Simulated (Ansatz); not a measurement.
C2H6InN. Charge 0, multiplicity 1. In takes the def2 core potential. The bonds changed during the relaxation, so this is another structure than the one it started from.

Z-matrix (Å, degrees):
```
N
C 1 1.360
H 1 1.002 2 120.1
H 1 1.011 2 118.8 3 -159.8
C 2 1.346 1 125.9 3 171.7
H 2 1.086 1 114.3 3 -6.8
H 5 1.083 2 121.8 1 5.5
H 5 1.080 2 119.3 1 179.6
H 4 2.137 1 126.5 2 45.7
In 9 1.882 4 95.0 1 16.4
```

Problem. What are the harmonic wavenumbers in cm⁻¹ at PBE0-D4/def2-TZVP (Ansatz, finite differences of forces, unscaled)? (Estimate.)

Solution. The calculation gave: 37, 127, 142, 238, 330, 467, 489, 599, 735, 823, 971, 1017, 1084, 1313, 1329, 1344, 1449, 1636, 1693, 3179, 3183, 3281, 3547, 3737.

Problem. Is this a minimum?

Solution. Yes, all 24 modes are real.

Problem. Give the ideal-gas thermochemistry at 298.15 K and 1 bar (rigid rotor, harmonic oscillator; point group C1, symmetry number 1).

Solution. Zero-point energy 195.9 kJ/mol; H(298) − E = 216.4 kJ/mol; entropy 355.5 J/(mol·K), of which translation 172.1, rotation 112.5, vibration 71.0; G(298) − E = 110.4 kJ/mol. Modes under 100 cm⁻¹ are hindered rotations or soft bends, so the harmonic entropy is rough.

Problem. And at 400, 500, 600, 800 and 1000 K?

Solution. 
```
T (K)  H − E (kJ/mol)  S (J/mol/K)  G − E (kJ/mol)
  400           227.5        387.4            72.6
  500           240.0        415.2            32.4
  600           253.9        440.5           -10.4
  800           284.8        484.8          -103.0
 1000           318.9        522.8          -203.9
```
